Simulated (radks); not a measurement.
Values are calculated unless marked as measured or tabulated.
Species: Ta. Configuration: [Xe] 4f14 5d3 6p2 (not the ground configuration). Level of theory: non-relativistic Kohn-Sham, LDA (Slater exchange, Perdew-Wang correlation), spin-polarised, spherical densities, point nucleus; open shells are filled with parallel spins first (spin-orbit coupling, left out, can overturn this in heavy ions); relativity is left out, which matters for an element this heavy (a radial shooting solver on a logarithmic mesh with Libxc functionals).

Normalised radial functions P(r) = r R(r), r in bohr:

```
   r/bohr * 5p down, o 4f down, + 5d down (the largest magnitude, 1.26, reaches the edge; | marks zero, & curves that meet)
 0.001814                             &
 0.002932                             &
 0.004776                             &
 0.007718                             &*
  0.01257                             & *
  0.02032                             &  *
   0.0331                             o+   *
  0.05349                             |o+  *
  0.08714                             * o +
   0.1408                      *      |   +   o
   0.2294                           *+|                 o
   0.3708                      +      |          *               o
    0.604                           + *                        o
   0.9761         *                   |          +  o
     1.59            *                |    o          +
     2.57                        *    |o         +
    4.186                             &   +
    6.765                             &+
    11.02                             &
    17.81                             &
```

5p down: eigenvalue -38.590 eV, 3 radial nodes at r = 0.0854, 0.244, 0.607 bohr, <r> = 1.33 bohr, 90 % of the charge inside 1.95 bohr. 4f down: eigenvalue -34.436 eV, 0 radial nodes, <r> = 0.616 bohr, 90 % of the charge inside 1.02 bohr. 5d down (empty): eigenvalue -5.522 eV, 2 radial nodes at r = 0.217, 0.650 bohr, <r> = 2.05 bohr, 90 % of the charge inside 3.26 bohr.
